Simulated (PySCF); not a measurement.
## BeI at UHF-SCS-MP2

Computed with UHF-SCS-MP2; Be aug-cc-pVDZ, I aug-cc-pVDZ-PP with ECP28; scalar-relativistic core potentials (PySCF 2.14).

```json
{"state": "²Σ⁺ (doublet), unpaired electrons σ ↑", "bond length": "2.203 Å", "harmonic wavenumber": "615 cm⁻¹", "force constant": "1.87 mdyn/Å", "rotational constant Be": "0.4127 cm⁻¹", "anharmonicity ωexe": "3.10 cm⁻¹", "vibration–rotation constant αe": "0.00312 cm⁻¹", "well depth De to Be + I": "2.56 eV", "dissociation energy D0": "2.52 eV"}
```

Correlated steps freeze 4 core orbitals. Correlated levels converge slowly with the basis: in double zeta they bind strong bonds too weakly, by up to about 1 eV, and carry superposition errors of some tenths. These are scalar-relativistic numbers at best; spin–orbit coupling would shift them, the dissociation energy most. The state was picked by a PBE0 search and need not be the measured ground state.
